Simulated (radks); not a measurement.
All-electron atom: Nb2+ in [Kr] 4d2 7d1 (not the ground configuration).

Calculated with a radial shooting solver on a logarithmic mesh with Libxc functionals: scalar-relativistic Kohn-Sham, PBE, spin-polarised, spherical densities, finite nucleus; open shells are filled with parallel spins first (spin-orbit coupling, left out, can overturn this in heavy ions); Fermi nuclear charge, rms radius 4.324 fm.

Energy parts (eV):
total: -103895.565
kinetic: 106974.317
electron-nucleus: -249226.870
Hartree: 41564.775
exchange-correlation: -3207.787

Orbitals (lengths in bohr, moments of r in powers of bohr):
orbital,occ.,eigenvalue (eV),<r^4>
1s down,1,-18836.65,7.988e-06
1s up,1,-18836.64,7.988e-06
2s up,1,-2659.732,0.001493
2s down,1,-2659.496,0.001493
2p up,3,-2377.979,0.001071
2p down,3,-2377.806,0.001071
3s up,1,-467.6567,0.07868
3s down,1,-467.5341,0.07864
3p up,3,-375.5624,0.08773
3p down,3,-375.4246,0.08763
3d up,5,-225.0757,0.1001
3d down,5,-224.8576,0.09975
4s up,1,-86.9211,3.351
4s down,1,-85.5068,3.298
4p up,3,-62.6999,5.361
4p down,3,-61.1118,5.296
4d up,2,-28.7721,20.40
4d down,0,-27.0122,20.80
7d up,1,-3.8793,51380

The highest occupied level is 7d up at -3.879 eV. The configuration is held as typed, so some empty levels lie below it. The density falls to 0.001 e/bohr^3 at r = 3.40 bohr.
